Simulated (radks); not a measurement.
The numbers below are computed, except where a source is named.
Task: Ionisation of neutral titanium, [Ar] 3d2 4s2, to Ti+, [Ar] 3d2 4s1, under several functionals. Scalar-relativistic Kohn-Sham, spin-polarised, spherical densities, point nucleus; open shells are filled with parallel spins first; a radial shooting solver on a logarithmic mesh with Libxc functionals. Known Delta-SCF values: exchange-only LDA 5.616 eV; XLYP 6.893 eV. What does PBE give, and what is its highest occupied eigenvalue?

Result: 6.705 eV by Delta-SCF; the 4s eigenvalue is -4.174 eV. NIST: 6.828 eV (measured).
